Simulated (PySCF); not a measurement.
SMILES BCCB at its GFN2-xTB optimised geometry (Å):

```
12

B      1.4716    -0.0580    -1.2553
C      0.7676    -0.6788     0.0000
C     -0.7687    -0.6788     0.0000
B     -1.4732     0.7211     0.0000
H      0.8581     0.2755    -2.1939
H      2.6377     0.0478    -1.2590
H      1.1229    -0.1748     0.9041
H      1.1309    -1.7091     0.1070
H     -1.1240    -1.2700    -0.8498
H     -1.1315    -1.2275     0.8792
H     -2.6377     0.7729    -0.1052
H     -0.8614     1.7091     0.1323
```

Level of theory: PBE0/def2-TZVP (PySCF). Cells within 0.4 Å of a nucleus heavier than hydrogen are left out (blank, or x).

Map of the electron localisation function on the plane z = 0.0 Å:

```
|000000000000000000000000000|
|000000000000000000000000000|
|000000000000000000000000000|
|000000000000000000000000000|
|000000000000000000000000000|
|000000000488730000000000000|
|000000002899993000000000000|
|000001113999996000000000000|
|000278634999995000000000000|
|000899985899991000000000000|
|002999996179930000000000000|
|004999992xx5300121001210000|
|002999995x28412453102330000|
|000799975899655675201330000|
|00015521376x594x45200110000|
|0000000014xxx9xxx4100000000|
|000000002564576687300000000|
|000000001465436999710000000|
|000000001233105999940000000|
|000000000011004999940000000|
|000000000000002899820000000|
|000000000000000365100000000|
|000000000000000000000000000|
|000000000000000000000000000|
|000000000000000000000000000|
|000000000000000000000000000|
|000000000000000000000000000|
```
Scale: ten equal steps from 0.000 (start of '0') to 1.000 (end of '9'), in the order '0123456789'; x runs from -5.00 to 5.00, y from -5.00 (bottom) to 5.00 (top).
